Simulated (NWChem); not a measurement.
Molecule: SiH$_{3}$TeCl; SMILES [Te](Cl)[SiH3]

All runs: NWChem. Coordinates come from a PBE0/def2-SVP optimisation. def2 effective core potentials on Te; no spin-orbit coupling.

For level B3LYP/def2-SVP (core potentials):

highest occupied level (eV): -6.22
orbital gap (eV): 3.43
dipole (D): 2.12

**Question.** How do the values read with level B3LYP/STO-3G (all-electron, non-relativistic) instead?

**Answer.** The highest occupied level (eV) comes out as -4.17 and the orbital gap (eV) comes out as 4.29. The dipole (D) comes out as 3.09.
